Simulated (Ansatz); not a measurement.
A nudged elastic band was laid between two geometries of CH$_{5}$OSSi (9 atoms, charge 1, multiplicity 1).

These are results of UKS PBE0-D4/def2-SVP in Ansatz, not measurements.

```
movable images  : 7
climbing image  : yes
spring          : 5.0 eV/Å²
optimiser       : quadratic models (default)
start path      : through a guess of the saddle point
force threshold : 0.03 eV/Å
iteration limit : 60
end points      : relaxed
```

First end point:

```xyz
9
Properties=species:S:1:pos:R:3
Si 0.004 1.409 -0.996
O 0.257 -0.151 -0.855
C 0.338 -1.087 0.247
S -0.065 -0.376 1.835
H 0.089 1.857 -2.395
H -0.294 2.299 0.141
H -0.311 -1.930 -0.023
H 1.382 -1.431 0.271
H -1.399 -0.591 1.776
```

Last end point:

```xyz
9
Properties=species:S:1:pos:R:3
Si -0.352 1.917 -1.238
O -0.003 0.710 -0.078
C -0.149 -0.565 0.101
S 0.085 -1.078 1.751
H -0.197 1.310 -2.589
H 0.565 3.022 -0.871
H -0.289 -1.293 -0.705
H 1.160 -1.935 1.736
H -0.820 -2.089 1.893
```

Task: Which bonds break or form, and what moves?

Result: Bonds broken: C3–H8. Bonds formed: S4–H8.

Task: Give the energies along the band, and the barrier.

Result: It converged. The highest image is number 6 of 0 to 8, 3.27 eV above the first end and 0.98 eV above the last; the last end lies 2.28 eV above the first. Beside the main top the profile has a ripple of under 15 meV (maxima at images 1, 6), which may be a very shallow well or noise. Neighbouring images differ by up to 1.9 eV, so the band resolves the path poorly. A vibrational analysis at the climbing image gives one clearly imaginary mode, 1314i cm⁻¹: a first-order saddle point.

| image | path coordinate (Å) | energy (eV) | C3–H8 (Å) | S4–H8 (Å) |
| --- | --- | --- | --- | --- |
| 0 | 0.00 | 0.00 | 1.10 | 2.38 |
| 1 | 0.63 | 0.03 | 1.10 | 2.38 |
| 2 | 1.26 | 0.02 | 1.10 | 2.39 |
| 3 | 1.90 | 0.15 | 1.10 | 2.42 |
| 4 | 2.53 | 0.29 | 1.10 | 2.41 |
| 5 | 3.16 | 1.36 | 1.14 | 1.97 |
| 6 | 3.79 | 3.27 | 1.60 | 1.44 |
| 7 | 5.09 | 2.37 | 2.53 | 1.38 |
| 8 | 6.38 | 2.28 | 2.50 | 1.37 |

Task: What is the geometry of the highest image?

Result: 
```xyz
9
Properties=species:S:1:pos:R:3:forces:R:3
Si -0.291 1.716 -1.216 0.00 0.01 0.01
O -0.054 0.057 -0.851 0.00 -0.01 -0.03
C -0.074 -0.940 -0.066 0.00 0.00 0.02
S -0.138 -0.521 1.830 0.00 0.00 0.00
H 0.268 1.866 -2.580 0.00 0.00 0.00
H 0.378 2.480 -0.124 0.00 0.00 0.00
H -0.596 -1.875 -0.306 0.00 0.00 0.00
H 1.013 -1.010 1.108 0.00 0.00 0.00
H -0.505 -1.773 2.204 0.00 0.00 0.00
```

The run took 6.6 min on 2 threads of Intel(R) Xeon(R) 6975P-C (Granite Rapids) (shared host), peak memory 0.29 GiB.
